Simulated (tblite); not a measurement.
Species: C₄H₃FNOS (doublet state).
Z-matrix (Å and degrees, GFN2-xTB geometry), rows numbered from 1:
```
F 
C   1  1.3617
O   2  1.3885  1  110.28
C   3  1.3397  2  116.62  1   -79.85
N   4  1.2893  3  126.57  2    -7.39
C   5  1.3274  4  110.10  3  -178.21
C   6  1.3226  5  120.33  4     0.12
S   4  1.7504  3  118.19  2   174.66
H   2  1.0954  1  107.61  3   116.46
H   2  1.0984  1  107.01  3  -121.99
H   7  1.0672  6  132.83  5   179.88
```

Computed with GFN2-xTB (tblite): harmonic, unscaled wavenumbers at the GFN2-xTB geometry, gas phase. Errors from tens to a few hundred cm⁻¹ against measured bands are possible. One conformer, not necessarily the lowest. Open shells enter through the occupations alone, without spin polarisation, and single modes of such species can be off by tens of per cent.

Harmonic wavenumbers (cm⁻¹): 56.4, 72.7, 211.6, 234.6, 340.3, 432.4, 523.2, 540.9, 568.6, 645.9, 723.3, 746.4, 750.1, 1007.8, 1020.5, 1030.4, 1082.2, 1149.7, 1229.5, 1278.2, 1315.6, 1392.4, 1535.0, 1557.8, 2918.7, 2959.4, 3207.6.

A = 4357, B = 1175, C = 996.6 MHz; mass 131.992 u (most abundant isotopes); point group C1, symmetry number 1; spin multiplicity 2.

Question: What is the zero-point energy?

Answer: Half the sum of the wavenumbers: 14266 cm⁻¹ = 170.65 kJ/mol.

Question: Entropy at 273.15 K, 1 bar (ideal gas, RRHO, classical rotation)?

Answer: Translation 167.93, rotation 118.29, vibration 68.20, spin (R ln 2) 5.76: S = 360.2 J/(mol K).

Question: And Cp and H(273.15 K) − H(0)?

Answer: Cp = 108.02 J/(mol K), of which vibrations give 74.76 (their classical limit is 27 R = 224.5); H(273.15 K) − H(0) = 19.01 kJ/mol without the zero-point energy, 9.93 from vibrations.

Question: How do the functions run with temperature in this model?

Answer: 
```
 T (K)  S (J/(mol K))  Cp (J/(mol K))  H − H(0) (kJ/mol)  G − H(0) (kJ/mol)  ln q(vib)
   150          307.2            72.5               7.90             -38.18       1.89
   250          350.9           101.4              16.59             -71.14       3.46
298.15          370.0           115.0              21.80             -88.50       4.23
   400          407.5           140.7              34.86            -128.12       5.88
   600          471.9           176.8              66.91            -216.25       9.08
   900          550.0           207.0             124.98            -370.02      13.56
```

q(vib) and H(0) count from the zero-point level.

Question: What must be added to the electronic energy to get the Gibbs energy at 273.15 K and 1 bar?

Answer: ZPE + [H(273.15 K) − H(0)] − T·S = 170.65 + 19.01 − 98.39 = 91.27 kJ/mol.

Hindered rotation and anharmonicity are outside this model. Other conformers, if any are populated, would add a mixing term that is left out. The structure is chiral; the term R ln 2 for an equal mix with its mirror image is left out.
